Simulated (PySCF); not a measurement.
C₃H₇BF₂O, SMILES CO[C@H](C)B(F)F.

Geometry: B3LYP-D3(BJ)/def2-SVP. The structure was generated by enumeration; whether it is a known compound was not checked. Other conformers were not sampled.

Calculation: B3LYP-D3(BJ)/def2-SVP in PySCF 2.14.0.

No scaling factor is applied to the harmonic values.

| mode | ν (cm⁻¹) | IR (km/mol) | moving atoms (share of kinetic energy) |
|---|---|---|---|
| 1 | 33 | 0.5 | F 62 %, C 20 %, H 11 % |
| 2 | 79 | 1.6 | H 43 %, C 32 %, O 19 % |
| 3 | 158 | 0.2 | F 45 %, C 27 %, H 17 %, O 9 % |
| 4 | 185 | 0.1 | H 56 %, C 20 %, F 13 %, O 9 % |
| 5 | 208 | 1.6 | H 83 %, C 12 % |
| 6 | 263 | 2.5 | H 56 %, C 32 %, F 9 % |
| 7 | 351 | 3.4 | F 35 %, C 28 %, O 21 %, H 15 % |
| 8 | 371 | 8.9 | F 28 %, C 24 %, O 22 %, H 17 %, B 9 % |
| 9 | 447 | 8.6 | O 28 %, C 24 %, F 21 %, H 19 % |
| 10 | 536 | 18.4 | F 44 %, C 22 %, B 16 %, H 13 % |
| 11 | 656 | 20.9 | B 50 %, F 28 %, H 10 %, C 10 % |
| 12 | 773 | 9.9 | C 31 %, H 26 %, F 23 %, B 16 % |
| 13 | 884 | 6.0 | H 43 %, C 38 %, O 13 % |
| 14 | 1003 | 14.9 | H 67 %, C 23 % |
| 15 | 1048 | 13.6 | C 64 %, H 23 %, O 11 % |
| 16 | 1100 | 7.9 | C 47 %, H 40 % |
| 17 | 1174 | 59.6 | H 54 %, C 27 %, O 19 % |
| 18 | 1176 | 41.4 | H 60 %, C 24 %, O 15 % |
| 19 | 1213 | 210.9 | H 38 %, C 23 %, O 18 %, B 13 % |
| 20 | 1244 | 28.4 | H 47 %, C 21 %, B 14 %, O 13 % |
| 21 | 1327 | 62.8 | H 77 %, C 15 % |
| 22 | 1381 | 18.7 | H 75 %, C 21 % |
| 23 | 1415 | 69.0 | H 40 %, B 33 %, C 20 % |
| 24 | 1439 | 282.7 | B 68 %, F 21 % |
| 25 | 1455 | 6.6 | H 94 % |
| 26 | 1463 | 18.9 | H 87 %, C 9 % |
| 27 | 1478 | 15.7 | H 87 %, C 9 % |
| 28 | 1481 | 2.6 | H 95 % |
| 29 | 1494 | 26.9 | H 85 %, C 10 % |
| 30 | 2908 | 48.7 | H 93 % |
| 31 | 2964 | 58.2 | H 97 % |
| 32 | 3026 | 38.4 | H 91 %, C 9 % |
| 33 | 3037 | 33.3 | H 96 % |
| 34 | 3119 | 17.4 | H 91 %, C 9 % |
| 35 | 3122 | 26.6 | H 91 %, C 9 % |
| 36 | 3128 | 12.4 | H 91 %, C 9 % |
